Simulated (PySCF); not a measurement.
Computed shifts of a molecule CH7ClOSi2, PBE0/pcSseg-1 (PySCF), GIAO, gas phase, equivalent atoms averaged, in ppm (number of nuclei): ²⁹Si: -11.8 (1), -72.5 (1). ¹³C: 53.5 (1). ¹H: 5.77 (1), 5.45 (1), 4.31 (1), 4.21 (1), 4.20 (3). References: ²⁹Si against TMS (σ = 352.7 ppm); ¹³C against TMS (σ = 186.3 ppm); ¹⁷O against H2O (σ = 334.2 ppm); ³⁵Cl against HCl (σ = 945.9 ppm); ¹H against TMS (σ = 31.56 ppm), references at their B3LYP-D3(BJ)/def2-TZVP geometries, non-relativistic (without spin–orbit terms, shifts of atoms bonded to Cl or Br come out too high). Coordinates come from a B3LYP-D3(BJ)/def2-SVP optimisation. One conformer was computed; it need not be the lowest.

Question: Which structure fits?
A) C[Si@@](O)([SiH3])Cl
B) C[Si@H](Cl)[SiH2]O
C) [SiH3]OC[SiH2]Cl
D) [SiH3]CO[SiH2]Cl

Answer: D, [SiH3]CO[SiH2]Cl
